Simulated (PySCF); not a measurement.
## Worked example: refractive index and permittivity of the vapour

BeClBr, SMILES [Be]([Br])[Cl].

Coordinates come from a r2SCAN-D4/def2-TZVP optimisation.

PySCF with CAM-B3LYP/def2-TZVPD gives a mean static polarisability of 49.1 bohr³ and a dipole moment of 0.10 D. Take an ideal gas at 298.15 K and 1 bar, whether or not the substance is that volatile.

Question: Work out n − 1 in the optical limit and the static ε − 1.

Answer: 
Polarisability volume α' = 49.1 × 0.148185 = 7.28 Å³. Number density N = p/kT = 2.43e-5 Å⁻³.
Dilute limit of Lorentz–Lorenz: n − 1 = 2π N α' = 0.0011.
Orientation term of Debye: μ²/(3kT) = 8.098 Å³ × μ²(D²) = 0.08 Å³.
ε − 1 = 4π N (α' + μ²/3kT) = 0.0022. Orientation of the dipole supplies 1 % of the static response; it can't follow optical fields. Vibrational polarisation and dispersion are left out.
